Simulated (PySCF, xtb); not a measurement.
B(Cl)(SMe)2 (C2H6BClS2), SMILES CSB(Cl)SC.

GFN2-xTB in xtb at its own geometry gives an orbital gap of 3.80 eV and a dipole moment of 1.97 D.

The structure is a stationary point at B3LYP-D3(BJ)/def2-SVP. The values are those of a single conformer.

### Question
What does M06-2X/def2-TZVP run with PySCF give? (Estimate from the structure and the level; the computed values follow.)

### Answer
gap 8.26 eV (levels -8.18 and 0.08 eV), dipole 2.04 D.
